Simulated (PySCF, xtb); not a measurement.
CH₃F₂OSb, SMILES C[O][Sb]([F])[F].

GFN2-xTB in xtb 6.7.1 at its own geometry gives an orbital gap of 4.30 eV and a dipole moment of 4.77 D.

Geometry: B3LYP-D3(BJ)/def2-SVP. The def2 effective core potentials stand for the cores of Sb; spin–orbit coupling is left out. Other conformers were not sampled.

**Question.** What does PySCF with PBE/def2-TZVP give? (Estimate from the structure and the level; the computed values follow.)

**Answer.** gap 4.66 eV (levels -6.91 and -2.25 eV), dipole 2.14 D.
